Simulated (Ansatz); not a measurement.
HOZn (SMILES [OH][Zn]), doublet, at a GFN2-xTB geometry (such geometries of metal compounds can be far from the true shape) (the spin is typed, not shown lowest), atoms displaced at random by about 0.1 Å a coordinate. Base run: PBE0/3-21G in Ansatz (an electronic-structure program).

The Ansatz input:
Ansatz 0.2 input:
```yaml
crystal:
  periodic: [false, false, false]
  atoms:
    - {symbol: Zn, position_ang: [-0.29316152, -0.19045741, -0.31422733]}
    - {symbol: O, position_ang: [0.95610997, 0.53821680, 0.94869685]}
    - {symbol: H, position_ang: [1.30251202, 1.24385596, 1.07534583]}
basis:
  gaussian:
    orbitals: 3-21G.json
hamiltonian:
  xc: pbe0
magnetization: {spin_polarized: true, initial_magnetization: 1}
relax: {}
```
The basis file holds 3-21G in the JSON format of the Basis Set Exchange.

The base run was repeated with changes; each row names its change, and settings that it needs were set with it.

| change | ΔE vs base (kJ/mol) | optimiser steps | core-seconds (rough) |
|---|---|---|---|
| base | 0.00 | 7 | 8 |
| relax = escape_saddle: false | 0.00 | 7 | 10 |
| relax = f_tol: 0.002 | 0.00 | 8 | 10 |
| relax = f_tol: 0.0005 | 0.00 | 9 | 10 |
| relax = max_displacement: 0.02 | 0.00 | 13 | 20 |
| relax = max_displacement: 0.5 | 0.00 | 7 | 8 |
| relax = f_tol: 0.1 | 0.00 | 7 | 10 |
